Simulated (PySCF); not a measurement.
Method used: core-valence-separated Tamm–Dancoff BHandHLYP/aug-pcX-1 (pcseg-1 on H) in PySCF, non-relativistic, gas phase, PBE0-D3(BJ)/def2-SVP geometry. No empirical shift is added; at this level the pattern usually sits a few eV under experiment.

Main lines of an unknown, eV (oscillator strength): C K: 283.2 (0.053), 286.4 (0.029), 286.4 (0.078), 287.5 (0.011), 288.4 (0.008); O K: 534.6 (0.011), 535.7 (0.006), 536.1 (0.022), 536.6 (0.007), 536.7 (0.009). Listed: the first five lines at most of each edge with a tenth or more of its strongest line's intensity; roots within 0.03 eV on the same or equivalent atoms are summed. Only the lowest roots were sought, and the top ones are left out.

Question: Which candidate gives them?
A. `FC(F)[C@]1(F)CO1`
B. `C=C(F)OC(F)F`
C. `CC(=O)C(F)(F)F`

Answer: B. 

- `C=C(F)OC(F)F`: C K: 283.2 (0.053), 286.4 (0.029), 286.4 (0.078), 287.5 (0.011), 288.4 (0.008); O K: 534.6 (0.011), 535.7 (0.006), 536.1 (0.022), 536.6 (0.007), 536.7 (0.009). First C line listed at 283.2 eV, hole on the terminal =CH2 carbon (1s→π*); first O line listed at 534.6 eV, hole on the ether oxygen.
- `CC(=O)C(F)(F)F`: C K: 283.4 (0.078), 286.1 (0.008), 286.9 (0.036), 286.9 (0.040), 288.2 (0.010); O K: 528.3 (0.054), 536.4 (0.007). First C line listed at 283.4 eV, hole on the ketone carbonyl carbon (1s→π*); first O line listed at 528.3 eV, hole on the ketone oxygen (1s→π*).
- `FC(F)[C@]1(F)CO1`: C K: 286.2 (0.057), 288.2 (0.036), 288.8 (0.026), 289.3 (0.056), 289.6 (0.037); O K: 533.1 (0.045), 534.6 (0.035), 536.1 (0.008), 536.9 (0.014). First C line listed at 286.2 eV, hole on the sp3 carbon bound to oxygen; first O line listed at 533.1 eV, hole on the epoxide oxygen.

One conformer each; other structures than these candidates weren't tested.

The values belong to the conformer `[CH2:1]=[C:2]([F:3])[O:4][CH:5]([F:6])[F:7]`: C1–C2–O4–C5 134°, C2–O4–C5–F6 170°.
